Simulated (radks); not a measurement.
Problem. These are the eigenvalues of the occupied orbitals of an atom or ion with whole-number occupations (hartree). Calculated with a radial shooting solver on a logarithmic mesh with Libxc functionals: Dirac Kohn-Sham, PBEsol, spin-unpolarised, spherical densities, finite nucleus; Fermi nuclear charge, rms radius of each element as measured or else 0.836 A^(1/3) + 0.57 fm.

1s1/2: -3323.529
2s1/2: -597.1942
2p1/2: -574.1343
2p3/2: -488.9435
3s1/2: -144.6084
3p1/2: -134.1151
3p3/2: -115.0432
3d3/2: -97.72435
3d5/2: -93.67901
4s1/2: -33.65669
4p1/2: -29.08247
4p3/2: -24.37879
4d3/2: -16.90832
4d5/2: -16.03016
5s1/2: -6.40343
4f5/2: -6.33199
4f7/2: -6.13017
5p1/2: -4.81368
5p3/2: -3.90469
5d3/2: -1.68333
5d5/2: -1.57208
6s1/2: -1.11670
6p1/2: -0.77002

Which element is it, and in what charge state? The configuration may be excited. Open shells, if any, fill j = l - 1/2 first.

Solution. Z = 83, bismuth, charge +2: Bi2+ in [Hg] 6p1. The list shows which subshells hold electrons but not how many an open one holds; the 1s level, -3323.5 hartree, gives Z - s = 81.5 by -(Z - s)^2/2, which with screening and relativity narrows Z to a few neighbours, and the depths of the outer levels then fix element, charge and occupations together.
